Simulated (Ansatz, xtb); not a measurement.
## CH5FNSi: which of two isomers lies lower

Structure I is `CN[SiH]F`, a doublet and structure II is `[CH2][Si@H](N)F`, a doublet. Both are isolated molecules in the gas phase, relaxed with BLYP-D3(BJ)/def2-SVP; each stands in its lowest conformer found.

Energies in hartree; the thermal terms are from BLYP-D3(BJ)/def2-SVP harmonic frequencies (ideal gas, rigid rotor, one conformer each, 298.15 K, 1 atm) and include the zero-point energy:

```
                              I           II
E, CCSD(T)/def2-SVP  −484.018112  −484.034581
    E, MP2/def2-SVP  −483.965107  −483.981109
  E, MP2/def2-TZVPP  −484.473960  −484.495595
  zero-point energy     0.062464     0.059134
       H(298 K) − E     0.069391     0.066534
       G(298 K) − E     0.032410     0.029315
```

Q: Correct the CCSD(T) difference for the basis set by the MP2 change, then work out ΔE, ΔE₀, ΔH and ΔG for I → II in kcal/mol (1 Eh = 627.51 kcal/mol) and the equilibrium ratio [II]/[I].

A: 1. Differences II − I: CCSD(T) −0.016469, MP2 in the small set −0.016002, MP2 in the large set −0.021635 Eh.
2. ΔE = −0.016469 + (−0.021635 − (−0.016002)) = −0.022102 Eh = −13.87 kcal/mol.
3. ΔE₀ = ΔE + ΔZPE = −0.022102 + (−0.003330) Eh = −15.96 kcal/mol.
4. ΔH = ΔE + (−0.002857) Eh = −15.66 kcal/mol.
5. ΔG = ΔE + (−0.003095) Eh = −15.81 kcal/mol, so ΔS = (ΔH − ΔG)/T = +2.1 J/(mol K).
6. kT = 0.9442 mEh, so K = [II]/[I] = exp(−ΔG/kT) = exp(+26.69) ≈ 3.9 × 10^11.

Structure II is favoured at this temperature. An error of 1 kcal/mol in ΔG would change K by a factor of 5.4. The basis-set step is large, which makes the value less sure. GFN2-xTB gave ΔE the other sign. Mirror images and further conformers aren't counted.

As drawn, II has 1 C–Si, 1 N–H in place of 1 C–N, 1 C–H.

Other levels gave ΔE = +17.4 (GFN2-xTB); −7.5 (HF/STO-3G, GFN2-xTB geometries); −8.9 (r2SCAN-D4/def2-SVP, GFN2-xTB geometries); −5.4 (BLYP-D3(BJ)/def2-SVP); −19.0 (HF/def2-SVP); −10.0 (MP2/def2-SVP); −10.3 (CCSD(T)/def2-SVP) kcal/mol. Open shells are spin-unrestricted. The correlated steps freeze 8 core orbitals. Programs: Ansatz 0.2.0, xtb 6.7.1.
